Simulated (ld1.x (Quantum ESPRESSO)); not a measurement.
phosphorus (P): variants of one TM potential

Base potential:

```
Element                 : P (Z = 15)
Generator               : ld1.x (Quantum ESPRESSO) 7.5
Type                    : norm-conserving Troullier–Martins (Kleinman–Bylander form)
Functional              : PBE
Relativity              : scalar-relativistic
Frozen core             : [Ne]
Valence charge          : 5
Reference configuration : 3s2 3p1.5 (charge +1.5)
Partial waves           : 3p (bound): rc 1.40 bohr; 3s (bound): rc 1.55 bohr
Local potential         : the s channel
Core correction         : Bessel-smoothed model core inside 0.85 bohr
```

Cutoffs, loose and tight: the cutoffs (Ry, on a coarse ladder) from which the occupation-weighted sum of valence levels, in a spherical-Bessel basis at the reference potential, stays within 10 and 1 mRy of its value at 400 Ry. They do not see the model core or the augmentation charge, which bear on the density cutoff. Test errors are all-electron minus pseudo excitation energies from the reference, over the configurations 3s2 3p3; 3s2 3p2; 3s2 3p1; 3s2 3p0; 3s1 3p4; 3s0 3p5; 3s2 3p2.5. A dash means not determined; rows that change the core or the reference have their own tests.

| change | outcome | cutoff, loose | cutoff, tight | bound ghosts | largest test error (meV) |
| --- | --- | --- | --- | --- | --- |
| base | generated | 40 Ry | 55 Ry | none | +24 |
| wave 3s (bound): rc 1.55 bohr becomes 3s (bound): rc 1.04 bohr | generated | 80 Ry | 300 Ry | none | +46 |
| wave 3s (bound): rc 1.55 bohr becomes 3s (bound): rc 1.22 bohr | generated | 50 Ry | 110 Ry | none | +30 |
| wave 3s (bound): rc 1.55 bohr becomes 3s (bound): rc 1.50 bohr | generated | 40 Ry | 55 Ry | none | +24 |
| wave 3s (bound): rc 1.55 bohr becomes 3s (bound): rc 1.66 bohr | generated | 35 Ry | 55 Ry | none | +26 |
| wave 3s (bound): rc 1.55 bohr becomes 3s (bound): rc 1.84 bohr | generated | 35 Ry | 55 Ry | none | +34 |
| wave 3s (bound): rc 1.55 bohr becomes 3s (bound): rc 2.18 bohr | generated | 30 Ry | 55 Ry | none | +63 |
| wave 3s (bound): rc 1.55 bohr becomes 3s (bound): rc 2.30 bohr | generated | 21 Ry | 50 Ry | none | +87 |

Task: What comes out with this change to the base: wave 3s (bound): rc 1.55 bohr becomes 3s (bound): rc 1.32 bohr?

Result: outcome: generated; cutoff, loose: 40 Ry; cutoff, tight: 90 Ry; bound ghosts: none; largest test error (meV): +26.

Task: What comes out with this change to the base: wave 3s (bound): rc 1.55 bohr becomes 3s (bound): rc 1.98 bohr?

Result: outcome: generated; cutoff, loose: 30 Ry; cutoff, tight: 55 Ry; bound ghosts: none; largest test error (meV): +45.

Reading the sweep of the s radius (base included, trends over the rows without a ghost): The loose cutoff falls from 80 Ry at 1.04 to 21 Ry at 2.3 bohr. A larger radius leaves more room for a smooth pseudo-wave, so fewer plane waves are needed; a smaller one forces it to follow the all-electron wave where it bends sharply. The median size of the test errors (rows with all tests solved) is not monotonic: lowest 6.8 meV at 1.5 bohr, highest 21.8 meV at 2.3 bohr.
